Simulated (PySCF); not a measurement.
PySCF input for H7HfN3S, SMILES [SH][Hf]([NH2])([NH2])[NH2], multiplicity 1, TDA-ωB97X/def2-SVPD. The structure is a stationary point at B3LYP-D3(BJ)/def2-SVP. The spin state was assumed, not searched. The def2 effective core potentials stand for the cores of Hf; spin–orbit coupling is left out. One conformer was computed; it need not be the lowest.

```python
import numpy as np
from pyscf import gto, scf, dft, tdscf

mol = gto.M(
    atom='''
    Hf    0.15913802    0.11096215    0.01937745
    N     1.48669389   -0.36391300   -1.45116490
    H     1.86326371   -1.30589760   -1.57316726
    H     1.86260409    0.22729239   -2.19058569
    N     1.06498989   -0.07058067    1.84444104
    H     0.59534100    0.09811221    2.73551311
    H     2.01369880   -0.38245017    2.04786200
    N    -0.40981987    2.06178211   -0.18697878
    H    -1.14542157    2.38987328   -0.81359314
    H    -0.07605291    2.85581270    0.35787479
    S    -1.82587549   -1.38523520   -0.27182475
    H    -2.35041032   -1.09927402    0.94603399
    ''',
    basis='def2-SVPD',
    ecp={'Hf': 'def2-svp'},
    charge=0,
    spin=0,
    max_memory=1600,
    verbose=4,
)
mf = dft.RKS(mol, xc='wb97x').density_fit(auxbasis='def2-universal-jkfit')
mf.grids.level = 3
mf.conv_tol = 1e-9
mf.max_cycle = 100
mf.kernel()
mf.grids = dft.Grids(mol).set(level=1).build(with_non0tab=True)  # coarser grid for the response kernel
td = tdscf.TDA(mf)
td.singlet = True
td.nstates = 10
td.conv_tol = 1e-4
td.positive_eig_threshold = 1e-6
td.kernel(x0=td.get_init_guess(mf, 15))
td.analyze()
tt = tdscf.TDA(mf)
tt.singlet = False
tt.nstates = 4
tt.conv_tol = 1e-4
tt.positive_eig_threshold = 1e-6
tt.kernel(x0=tt.get_init_guess(mf, 9))
tt.analyze(verbose=3)
```

It prints:

```
PySCF version 2.14.0

[INPUT] verbose = 4
[INPUT] num. atoms = 12
[INPUT] num. electrons = 56
[INPUT] charge = 0
[INPUT] spin (= nelec alpha-beta = 2S) = 0
[INPUT] symmetry False subgroup None
[INPUT] Mole.unit = angstrom
[INPUT] Symbol           X                Y                Z      unit          X                Y                Z       unit  Magmom
[INPUT]  1 Hf     0.159138020000   0.110962150000   0.019377450000 AA    0.300727273806   0.209688073693   0.036618073492 Bohr   0.0
[INPUT]  2 N      1.486693890000  -0.363913000000  -1.451164900000 AA    2.809444283164  -0.687695903169  -2.742304222582 Bohr   0.0
[INPUT]  3 H      1.863263710000  -1.305897600000  -1.573167260000 AA    3.521058109741  -2.467788810727  -2.972855269532 Bohr   0.0
[INPUT]  4 H      1.862604090000   0.227292390000  -2.190585690000 AA    3.519811608595   0.429520367298  -4.139607006491 Bohr   0.0
[INPUT]  5 N      1.064989890000  -0.070580670000   1.844441040000 AA    2.012539217531  -0.133378135988   3.485488418508 Bohr   0.0
[INPUT]  6 H      0.595341000000   0.098112210000   2.735513110000 AA    1.125031440725   0.185405206376   5.169370588057 Bohr   0.0
[INPUT]  7 H      2.013698800000  -0.382450170000   2.047862000000 AA    3.805339229365  -0.722726077593   3.869898320904 Bohr   0.0
[INPUT]  8 N     -0.409819870000   2.061782110000  -0.186978780000 AA   -0.774447314705   3.896203516428  -0.353338685305 Bohr   0.0
[INPUT]  9 H     -1.145421570000   2.389873280000  -0.813593140000 AA   -2.164533064469   4.516205971616  -1.537468211425 Bohr   0.0
[INPUT] 10 H     -0.076052910000   2.855812700000   0.357874790000 AA   -0.143719170876   5.396703866055   0.676285339986 Bohr   0.0
[INPUT] 11 S     -1.825875490000  -1.385235200000  -0.271824750000 AA   -3.450404613656  -2.617715146107  -0.513674331378 Bohr   0.0
[INPUT] 12 H     -2.350410320000  -1.099274020000   0.946033990000 AA   -4.441631785151  -2.077326833650   1.787745145630 Bohr   0.0

nuclear repulsion = 250.231249821457
number of shells = 76
number of NR pGTOs = 265
number of NR cGTOs = 178
basis = def2-SVPD
ecp = {'Hf': 'def2-svp'}


[settings echo left out]
init E= -601.53969778127
  HOMO = -0.472748250325725  LUMO = -0.264329923640592  gap/eV = 5.67135
cycle= 1 E= -614.36552138238  delta_E= -12.8  |g|= 0.954  |ddm|= 8.95
  HOMO = -0.241809280570294  LUMO = 0.0756544199400662  gap/eV = 8.63863
cycle= 2 E= -614.484114840203  delta_E= -0.119  |g|= 0.663  |ddm|= 2.26
  HOMO = -0.331962975263449  LUMO = 0.0504620362778137  gap/eV = 10.40631
cycle= 3 E= -614.590623787965  delta_E= -0.107  |g|= 0.0898  |ddm|=    1
  HOMO = -0.34348592886133  LUMO = 0.0512058886740817  gap/eV = 10.74011
cycle= 4 E= -614.592200633048  delta_E= -0.00158  |g|= 0.0506  |ddm|= 0.174
  HOMO = -0.340595785302042  LUMO = 0.0518203344765098  gap/eV = 10.67819
cycle= 5 E= -614.592843508333  delta_E= -0.000643  |g|= 0.00786  |ddm|= 0.0727
  HOMO = -0.339615929892698  LUMO = 0.0514564278485044  gap/eV = 10.64162
cycle= 6 E= -614.592874466622  delta_E= -3.1e-05  |g|= 0.00294  |ddm|= 0.0256
  HOMO = -0.34028971371018  LUMO = 0.0513436648839548  gap/eV = 10.65689
cycle= 7 E= -614.592878956705  delta_E= -4.49e-06  |g|= 0.000547  |ddm|= 0.00856
  HOMO = -0.340226840405239  LUMO = 0.051323618071566  gap/eV = 10.65463
cycle= 8 E= -614.592879212047  delta_E= -2.55e-07  |g|= 0.000219  |ddm|= 0.00267
  HOMO = -0.340243119874402  LUMO = 0.0513187536143669  gap/eV = 10.65494
cycle= 9 E= -614.592879245256  delta_E= -3.32e-08  |g|= 8.89e-05  |ddm|= 0.000958
  HOMO = -0.340245607362917  LUMO = 0.0513163414122295  gap/eV = 10.65494
cycle= 10 E= -614.592879248269  delta_E= -3.01e-09  |g|= 3.36e-05  |ddm|= 0.000194
  HOMO = -0.340245835114743  LUMO = 0.0513159592444054  gap/eV = 10.65494
cycle= 11 E= -614.59287924879  delta_E= -5.21e-10  |g|= 9.87e-06  |ddm|= 8.04e-05
  HOMO = -0.340246774301781  LUMO = 0.051316026398826  gap/eV = 10.65497
Extra cycle  E= -614.592879248849  delta_E= -5.85e-11  |g|= 7.11e-06  |ddm|= 3.69e-05
converged SCF energy = -614.592879248849
tot grids = 47824
Overwritten attributes  positive_eig_threshold  of <class 'pyscf.tdscf.rks.TDA'>


******** <class 'pyscf.tdscf.rks.TDA'> for <class 'pyscf.df.df_jk.DFRKS'> ********
nstates = 10 singlet
deg_eia_thresh = 1.000e-03
wfnsym = None
conv_tol = 0.0001
eigh lindep = 1e-12
eigh level_shift = 0
eigh max_cycle = 100


Excitation energies (eV)
[5.60870768 5.93766242 5.98455892 6.08948874 6.15548867 6.37155377
 6.52330199 6.56948469 6.63541493 6.69023223]

** Singlet excitation energies and oscillator strengths **
Excited State   1:      5.60871 eV    221.06 nm  f=0.0030
      28 -> 30       -0.63261
      28 -> 31        0.15087
      28 -> 32       -0.12146
      28 -> 33       -0.12105
Excited State   2:      5.93766 eV    208.81 nm  f=0.0154
      25 -> 30        0.14233
      26 -> 31       -0.12359
      27 -> 29        0.12495
      27 -> 30        0.26929
      27 -> 31        0.36444
      28 -> 29        0.31204
      28 -> 31        0.13980
      28 -> 32       -0.17577
      28 -> 35        0.14571
Excited State   3:      5.98456 eV    207.17 nm  f=0.0233
      25 -> 31        0.22061
      26 -> 30        0.11702
      27 -> 31       -0.38460
      28 -> 29        0.20664
      28 -> 30        0.16586
      28 -> 31        0.39990
Excited State   4:      6.08949 eV    203.60 nm  f=0.0276
      24 -> 30       -0.10013
      25 -> 31        0.16577
      27 -> 30        0.35201
      27 -> 34        0.10104
      28 -> 29       -0.40361
      28 -> 31        0.18628
      28 -> 32        0.18730
Excited State   5:      6.15549 eV    201.42 nm  f=0.0271
      24 -> 30        0.18289
      25 -> 31        0.17671
      26 -> 30       -0.55886
      26 -> 34       -0.12890
      26 -> 36        0.13935
      26 -> 37        0.10737
Excited State   6:      6.37155 eV    194.59 nm  f=0.0207
      24 -> 30        0.15373
      25 -> 31       -0.13348
      26 -> 29        0.11355
      26 -> 30        0.10288
      27 -> 29       -0.26431
      27 -> 30       -0.24019
      27 -> 31        0.28807
      28 -> 31        0.36306
Excited State   7:      6.52330 eV    190.06 nm  f=0.0879
      24 -> 30       -0.22882
      25 -> 31        0.19036
      25 -> 33       -0.10365
      25 -> 34        0.15090
      27 -> 29       -0.44211
      27 -> 32       -0.10591
      27 -> 34        0.11510
      27 -> 35        0.10392
      28 -> 31       -0.16927
Excited State   8:      6.56948 eV    188.73 nm  f=0.0441
      24 -> 30        0.30401
      25 -> 31       -0.29953
      27 -> 29       -0.20722
      27 -> 30        0.38715
      27 -> 31       -0.18206
      27 -> 33        0.12270
Excited State   9:      6.63541 eV    186.85 nm  f=0.0055
      25 -> 29        0.22941
      25 -> 33       -0.12958
      26 -> 29        0.14443
      26 -> 31        0.26235
      27 -> 30        0.10389
      27 -> 31        0.14267
      27 -> 33        0.16604
      28 -> 29        0.22018
      28 -> 30       -0.11533
      28 -> 32        0.15454
      28 -> 35       -0.30867
Excited State  10:      6.69023 eV    185.32 nm  f=0.0454
      24 -> 31       -0.15548
      25 -> 29        0.31598
      25 -> 30        0.21306
      26 -> 29       -0.32384
      26 -> 31       -0.22028
      26 -> 32       -0.15084
      27 -> 30       -0.11448
      27 -> 34       -0.15454
      28 -> 35       -0.12336

** Transition electric dipole moments (AU) **
state          X           Y           Z        Dip. S.      Osc.
  1        -0.0661      0.0966      0.0892      0.0217      0.0030
  2        -0.3075      0.0470     -0.0956      0.1059      0.0154
  3        -0.2884     -0.2465     -0.1221      0.1589      0.0233
  4        -0.0355     -0.2969      0.3090      0.1848      0.0276
  5        -0.3513     -0.2363     -0.0114      0.1794      0.0271
  6         0.0597     -0.3238      0.1566      0.1329      0.0207
  7         0.4999      0.4712     -0.2797      0.5502      0.0879
  8        -0.1192      0.4457     -0.2473      0.2740      0.0441
  9        -0.0891      0.0634     -0.1477      0.0338      0.0055
 10         0.3624     -0.3470     -0.1595      0.2772      0.0454

WARN: ECP detected. Skipping calculation of transition velocity and magnetic dipole moments, which have not yet been implemented.



******** <class 'pyscf.tdscf.rks.TDA'> for <class 'pyscf.df.df_jk.DFRKS'> ********
nstates = 4 triplet
deg_eia_thresh = 1.000e-03
wfnsym = None
conv_tol = 0.0001
eigh lindep = 1e-12
eigh level_shift = 0
eigh max_cycle = 100


Excitation energies (eV)
[5.40534132 5.6104886  5.78266561 5.85209114]

** Triplet excitation energies and oscillator strengths **
Excited State   1:      5.40534 eV    229.37 nm  f=0.0000
Excited State   2:      5.61049 eV    220.99 nm  f=0.0000
Excited State   3:      5.78267 eV    214.41 nm  f=0.0000
Excited State   4:      5.85209 eV    211.86 nm  f=0.0000
```

Self-consistency was reached.
